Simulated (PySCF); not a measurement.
C4H5ClSi, SMILES C1=C[SiH2]C=C1Cl. Heavy atoms are numbered as in [Cl:1][C:2]1=[CH:3][SiH2:4][CH:5]=[CH:6]1. Hydrogens are named by the atom that carries them.

The structure is a stationary point at B3LYP-D3(BJ)/def2-SVP.

Level of theory: PBE/pcSseg-1 run with PySCF.

GIAO shieldings, no solvent; atoms alike by connectivity are averaged. δ = σ(ref) − σ: ³⁵Cl against HCl (σ = 936.5 ppm); ¹³C against TMS (σ = 182.0 ppm); ²⁹Si against TMS (σ = 335.4 ppm); ¹H against TMS (σ = 31.49 ppm), references at their B3LYP-D3(BJ)/def2-TZVP geometries, non-relativistic (without spin–orbit terms, shifts of atoms bonded to Cl or Br come out too high).

Computed chemical shifts:
```
nucleus       atoms  count  δ (ppm)
-------  ----------  -----  -------
³⁵Cl            Cl1      1    326.8
¹³C              C2      1    162.0
¹³C         C6 (CH)      1    161.5
¹³C         C5 (CH)      1    135.7
¹³C         C3 (CH)      1    122.9
²⁹Si     Si4 (SiH2)      1    -41.2
¹H          H on C6      1     7.17
¹H          H on C5      1     6.67
¹H          H on C3      1     6.18
¹H         H on Si4      2     5.11
```
